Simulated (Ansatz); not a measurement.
`C[SiH2][SiH2][SeH]` + H₂O → `O[SiH2][SiH2][SeH]` + CH₄  (formal hydrolysis of the Si–C bond)

Gas-phase electronic energies from Ansatz, PBE0-D4/def2-TZVP geometries. CCSD(T)/CBS is the MP2 limit (def2-TZVPP, def2-QZVPP) plus CCSD(T) − MP2 in def2-TZVPP, frozen cores. This one scheme is used for every species. DFT in def2-TZVPP. B3LYP here is the variant with VWN-RPA as its local correlation; programs differ in this. For Se outer-core shells are correlated without core-valence functions, which leaves a few kJ/mol of doubt a bond. Scalar relativity is left out up to krypton. One conformer a species, not always the lowest.

```json
{"level": "PBE-D4", "ΔE (kJ/mol)": "-82.6", "difference from CCSD(T)/CBS": "3.0"}
{"level": "r2SCAN-D4", "ΔE (kJ/mol)": "-91.4", "difference from CCSD(T)/CBS": "-5.8"}
{"level": "PBE0-D4", "ΔE (kJ/mol)": "-82.4", "difference from CCSD(T)/CBS": "3.2"}
{"level": "ωB97X-V", "ΔE (kJ/mol)": "-89.2", "difference from CCSD(T)/CBS": "-3.6"}
{"level": "PBE", "ΔE (kJ/mol)": "-84.6", "difference from CCSD(T)/CBS": "1.0"}
{"level": "PBE0", "ΔE (kJ/mol)": "-84.3", "difference from CCSD(T)/CBS": "1.3"}
{"level": "B3LYP", "ΔE (kJ/mol)": "-95.7", "difference from CCSD(T)/CBS": "-10.1"}
{"level": "HF/def2-TZVPP", "ΔE (kJ/mol)": "-101.6", "difference from CCSD(T)/CBS": "-16.0"}
{"level": "SCS-MP2/def2-TZVPP", "ΔE (kJ/mol)": "-91.6", "difference from CCSD(T)/CBS": "-6.0"}
{"level": "CCSD/def2-TZVPP", "ΔE (kJ/mol)": "-88.0", "difference from CCSD(T)/CBS": "-2.4"}
{"level": "HF/def2-QZVPP", "ΔE (kJ/mol)": "-101.8", "difference from CCSD(T)/CBS": "-16.2"}
{"level": "MP2/def2-QZVPP", "ΔE (kJ/mol)": "-87.3", "difference from CCSD(T)/CBS": "-1.7"}
{"level": "SCS-MP2/def2-QZVPP", "ΔE (kJ/mol)": "-90.9", "difference from CCSD(T)/CBS": "-5.3"}
{"level": "HF/CBS(def2)", "ΔE (kJ/mol)": "-101.8", "difference from CCSD(T)/CBS": "-16.2"}
{"level": "MP2/CBS(def2)", "ΔE (kJ/mol)": "-86.7", "difference from CCSD(T)/CBS": "-1.1"}
{"level": "CCSD/CBS(def2)", "ΔE (kJ/mol)": "-86.8", "difference from CCSD(T)/CBS": "-1.2"}
{"level": "CCSD(T)/CBS", "ΔE (kJ/mol)": "-85.6", "difference from CCSD(T)/CBS": "0"}
```

Largest T1 diagnostic among the species: 0.011.

In def2-TZVPP, CCSD(T) changes the Hartree–Fock value by +14.7 kJ/mol (the triples alone add +1.1 kJ/mol) and MP2 by +13.6 kJ/mol.
